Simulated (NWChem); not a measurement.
Program: NWChem. System: CAuClO, charge 0, spin multiplicity 1, at a geometry optimised with PBE/def2-SVP with def2 effective core potentials on Au. The structure started from a generated list of species. Level: TD-PBE/def2-SVP with def2 effective core potentials on Au.

The NWChem input:

```
start mol
memory heap 200 mb stack 900 mb global 1100 mb
geometry units angstroms nocenter noautoz
  Au     0.000000     0.000000    -0.024670
  Cl     0.000000     0.000000     2.235564
  O      0.000000     0.000000    -3.068191
  C      0.000000     0.000000    -1.918359
  symmetry group C2v
end
basis spherical
  * library def2-svp
end
ecp
  Au library def2-ecp
end
dft
  xc xpbe96 cpbe96
  semidirect memsize 60000000 filesize 0
  iterations 100
end
tddft
  rpa
  nroots 5
  notriplet
  thresh 1e-4
end
task tddft energy
```

Part of the output:

```
             Northwest Computational Chemistry Package (NWChem) 7.3.0
             --------------------------------------------------------

                                NWChem Input Module
                                -------------------

 Scaling coordinates for geometry "geometry" by  1.889725989
 (inverse scale =  0.529177249)

 Turning off AUTOSYM since
 SYMMETRY directive was detected!

                             Geometry "geometry" -> ""
                             -------------------------

 Output coordinates in angstroms (scale by  1.889725989 to convert to a.u.)

  No.       Tag          Charge          X              Y              Z
 ---- ---------------- ---------- -------------- -------------- --------------
    1 Au                  79.0000     0.00000000     0.00000000    -0.02467000
    2 Cl                  17.0000     0.00000000     0.00000000     2.23556400
    3 O                    8.0000     0.00000000     0.00000000    -3.06819100
    4 C                    6.0000     0.00000000     0.00000000    -1.91835900

 Effective nuclear repulsion energy (a.u.)     605.4254066287

            Nuclear Dipole moment (a.u.)
            ----------------------------
        X                 Y               Z
 ---------------- ---------------- ----------------
     0.0000000000     0.0000000000    -0.0000453534

      Symmetry information
      --------------------

 Group name             C2v
 Group number             16
 Group order               4
 No. of unique centers     4

      Symmetry unique atoms

     1    2    3    4


 Summary of "ao basis" -> "" (spherical)
 ------------------------------------------------------------------------------
       Tag                 Description            Shells   Functions and Types
 ---------------- ------------------------------  ------  ---------------------
 *                          def2-svp                  on all atoms

 Summary of "ao basis" -> "ao basis" (spherical)
 ------------------------------------------------------------------------------
       Tag                 Description            Shells   Functions and Types
 ---------------- ------------------------------  ------  ---------------------
 Au                         def2-svp                12       32   6s3p2d1f
 Cl                         def2-svp                 8       18   4s3p1d
 O                          def2-svp                 6       14   3s2p1d
 C                          def2-svp                 6       14   3s2p1d

 Summary of "ao basis" -> "ao basis" (spherical)
 ------------------------------------------------------------------------------
       Tag                 Description            Shells   Functions and Types
 ---------------- ------------------------------  ------  ---------------------
 Au                         def2-svp                12       32   6s3p2d1f
 Cl                         def2-svp                 8       18   4s3p1d
 O                          def2-svp                 6       14   3s2p1d
 C                          def2-svp                 6       14   3s2p1d

      Symmetry analysis of basis
      --------------------------

        a1         38
        a2          6
        b1         17
        b2         17

            General Information
            -------------------
          SCF calculation type: DFT
          Wavefunction type:  closed shell.
          No. of atoms     :     4
          No. of electrons :    50
           Alpha electrons :    25
            Beta electrons :    25
[...]
    6     37       3     0.10E-02   0.22E-05        2.4
    7     41       3     0.55E-03   0.67E-06        2.4
    8     45       4     0.14E-03   0.13E-06        2.4
    9     47       5     0.77E-04   0.37E-08        2.1
  ----  ------  ------  ---------  ---------  ---------
  Convergence criterion met

  Ground state a1       -708.834236565552 a.u.

  ----------------------------------------------------------------------------
  Root   1 singlet a2             0.131828264 a.u.                3.5872 eV
  ----------------------------------------------------------------------------
     Transition Moments    X -0.00000   Y  0.00000   Z  0.00000
     Transition Moments   XX  0.00000  XY  0.00000  XZ -0.00000
     Transition Moments   YY  0.00000  YZ -0.00000  ZZ -0.00000
     Dipole Oscillator Strength                    0.0000000000
     Electric Quadrupole                           0.0000000000
     Magnetic Dipole                               0.0000000000
     Total Oscillator Strength                     0.0000000000

          sigma_e =   1.7162 Angstrom
          sigma_h =   1.5915 Angstrom
         |d_h->e| =   3.4206 Angstrom
            d_exc =   4.1447 Angstrom
            d_CD1 =   3.5454 Angstrom
            d_CD2 =   1.7668 Angstrom
            d_CD3 =   7.5654 Angstrom
     Pearson C.C. =  -0.0000

     Occ.   24  b2  ---  Virt.   26  b1   0.70711 X
     Occ.   25  b1  ---  Virt.   27  b2  -0.70711 X
  ----------------------------------------------------------------------------
  Root   2 singlet a1             0.134724417 a.u.                3.6660 eV
  ----------------------------------------------------------------------------
     Transition Moments    X  0.00000   Y -0.00000   Z -0.00000
     Transition Moments   XX  0.34634  XY -0.00000  XZ -0.00000
     Transition Moments   YY -0.34634  YZ  0.00000  ZZ  0.00000
     Dipole Oscillator Strength                    0.0000000000
     Electric Quadrupole                           0.0000000016
     Magnetic Dipole                               0.0000000000
     Total Oscillator Strength                     0.0000000016

          sigma_e =   1.7010 Angstrom
          sigma_h =   1.5661 Angstrom
         |d_h->e| =   3.4674 Angstrom
            d_exc =   4.1686 Angstrom
            d_CD1 =   3.6023 Angstrom
            d_CD2 =   1.8338 Angstrom
            d_CD3 =   7.6359 Angstrom
     Pearson C.C. =  -0.0015

     Occ.   24  b2  ---  Virt.   27  b2   0.70704 X
     Occ.   25  b1  ---  Virt.   26  b1  -0.70704 X
  ----------------------------------------------------------------------------
  Root   3 singlet a2             0.134724419 a.u.                3.6660 eV
  ----------------------------------------------------------------------------
     Transition Moments    X -0.00000   Y -0.00000   Z -0.00000
     Transition Moments   XX -0.00000  XY -0.34634  XZ  0.00000
     Transition Moments   YY  0.00000  YZ  0.00000  ZZ -0.00000
     Dipole Oscillator Strength                    0.0000000000
     Electric Quadrupole                           0.0000000016
     Magnetic Dipole                               0.0000000000
     Total Oscillator Strength                     0.0000000016

          sigma_e =   1.7010 Angstrom
          sigma_h =   1.5661 Angstrom
         |d_h->e| =   3.4674 Angstrom
            d_exc =   4.1686 Angstrom
            d_CD1 =   3.6023 Angstrom
            d_CD2 =   1.8338 Angstrom
            d_CD3 =   7.6359 Angstrom
     Pearson C.C. =  -0.0015

     Occ.   24  b2  ---  Virt.   26  b1   0.70704 X
     Occ.   25  b1  ---  Virt.   27  b2   0.70704 X
  ----------------------------------------------------------------------------
  Root   4 singlet a1             0.165326181 a.u.                4.4988 eV
  ----------------------------------------------------------------------------
     Transition Moments    X  0.00000   Y  0.00001   Z -1.31080
     Transition Moments   XX  0.14862  XY -0.00000  XZ -0.00000
     Transition Moments   YY  0.14862  YZ  0.00003  ZZ  0.24881
     Dipole Oscillator Strength                    0.1893741158
     Electric Quadrupole                           0.0000000001
     Magnetic Dipole                               0.0000000000
     Total Oscillator Strength                     0.1893741159

          sigma_e =   1.6500 Angstrom
          sigma_h =   1.3835 Angstrom
         |d_h->e| =   3.6428 Angstrom
            d_exc =   4.2632 Angstrom
            d_CD1 =   3.9093 Angstrom
            d_CD2 =   2.1261 Angstrom
            d_CD3 =   7.9061 Angstrom
     Pearson C.C. =  -0.0587

     Occ.   18  b1  ---  Virt.   26  b1   0.14038 X
     Occ.   19  b2  ---  Virt.   27  b2  -0.14038 X
     Occ.   20  a1  ---  Virt.   28  a1   0.15518 X
     Occ.   23  a1  ---  Virt.   28  a1   0.08938 X
     Occ.   24  b2  ---  Virt.   27  b2  -0.68243 X
     Occ.   24  b2  ---  Virt.   27  b2   0.07693 Y
     Occ.   24  b2  ---  Virt.   29  b2   0.06635 X
     Occ.   25  b1  ---  Virt.   26  b1  -0.68243 X
     Occ.   25  b1  ---  Virt.   26  b1   0.07693 Y
     Occ.   25  b1  ---  Virt.   30  b1   0.06635 X
  ----------------------------------------------------------------------------
  Root   5 singlet b1             0.172436773 a.u.                4.6922 eV
  ----------------------------------------------------------------------------
     Transition Moments    X -0.40153   Y  0.00048   Z  0.00000
     Transition Moments   XX -0.00001  XY  0.00000  XZ  0.14389
     Transition Moments   YY -0.00001  YZ -0.00016  ZZ  0.00008
     Dipole Oscillator Strength                    0.0185341151
     Electric Quadrupole                           0.0000000006
     Magnetic Dipole                               0.0000000144
     Total Oscillator Strength                     0.0185341301

          sigma_e =   1.6476 Angstrom
          sigma_h =   1.5903 Angstrom
         |d_h->e| =   2.3044 Angstrom
            d_exc =   3.2480 Angstrom
            d_CD1 =   2.3617 Angstrom
            d_CD2 =   0.6854 Angstrom
            d_CD3 =   5.5524 Angstrom
     Pearson C.C. =   0.0008

     Occ.   23  a1  ---  Virt.   26  b1   0.99586 X

              Target root =      1
          Target symmetry = none
      Ground state energy =   -708.834236565552
        Excitation energy =      0.131828263954
     Excited state energy =   -708.702408301599

  stored tddft:energy   -708.70240830159867

 Task  times  cpu:       26.3s     wall:       26.3s

 Total times  cpu:       26.4s     wall:       26.4s
```
